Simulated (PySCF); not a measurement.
CH$_{3}$B$_{2}$ (calculated)

Computed with PySCF 2.14.0. Calculation on a computer-drawn molecule: optimised geometry and harmonic frequencies of an isolated molecule of the commonest isotopes, restricted reference for singlets and unrestricted otherwise, frozen core in MP2.

Entry: CH$_{3}$B$_{2}$

Start structure:
```xyz
6
CH3B2
B     -1.8610    -0.8625     1.2609
C     -1.9129     0.4949     0.8541
B     -1.4991     1.1735    -0.3549
H     -1.7900    -1.9128     1.6635
H     -2.5651     1.1642     1.5221
H     -1.1660     1.7058    -1.3310
```

Settings of this run: charge 1, multiplicity 1, method HF and basis cc-pVDZ.

Drawn bonds:
```
atom  other atom  order
   1           2      2
   2           3      1
   1           4      1
   2           5      1
   3           6      1
```

Q: Give the missing rotational constants for CH$_{3}$B$_{2}$.
A: 72.07, 11.17, 9.671 GHz

Further results for CH$_{3}$B$_{2}$:

| Item | Value |
| --- | --- |
| total energy | -88.6517 hartree |
| convergence status largest gradient component | 1.869e-05 hartree/bohr |

Optimised structure:
```xyz
6
CH3B2
B     -1.8551    -0.8017     1.2507
C     -2.0197     0.5595     0.8817
B     -1.5245     1.1265    -0.3221
H     -1.7170    -1.9262     1.5511
H     -2.5638     1.2144     1.5703
H     -1.1141     1.5906    -1.3171
```

Modes:
```
frequency (cm⁻¹)  reduced mass (dalton)
           243.2                  2.222
           469.2                  1.327
           699.2                   1.13
           819.8                  1.279
           823.5                  1.443
           896.2                  1.633
            1045                   1.22
            1206                  4.896
            1599                  6.438
            2981                  1.121
            2984                   1.13
            3236                  1.086
```
